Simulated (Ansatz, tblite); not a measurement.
Cost and result up the ladder for BeMeBr (CH3BeBr) (6 atoms). The state is a singlet with charge 0. Geometry: PBE0-D4/def2-TZVP.

```xyz
6

Be   -0.038    0.341   -0.927
C     0.031   -0.236    0.640
H     1.021   -0.636    0.883
H    -0.692   -1.042    0.804
H    -0.189    0.550    1.369
Br   -0.133    1.022   -2.769
```

Ansatz on 4 threads of Arm Neoverse V1 on a shared host; xTB runs through tblite on one thread. Times are rough, summed over both states, and most runs start from the orbitals of an earlier one. CCSD(T)/def2-TZVPP serves as the yardstick here, not as an exact answer. The other state is a doublet.

The xTB rows come from tblite. Correlated methods freeze 10 core orbitals; core or outer-core shells of Br are correlated, in sets that lack core-valence functions.

Raw xTB energies of ions are shifted by several eV.

```tsv
level	functions	wall time
GFN1-xTB	23	0.006 s
GFN2-xTB	20	0.006 s
r2SCAN-D4/def2-TZVP	116	9.4 s
CCSD(T)/def2-TZVPP	140	57 s
```

Question: Estimate what each level gives for the vertical IE (eV).

Answer: 
```tsv
level	vertical IE (eV)	difference from CCSD(T)/def2-TZVPP (eV)
GFN1-xTB	15.03	3.73
GFN2-xTB	14.63	3.33
r2SCAN-D4/def2-TZVP	10.83	-0.47
CCSD(T)/def2-TZVPP	11.30	0.00
```
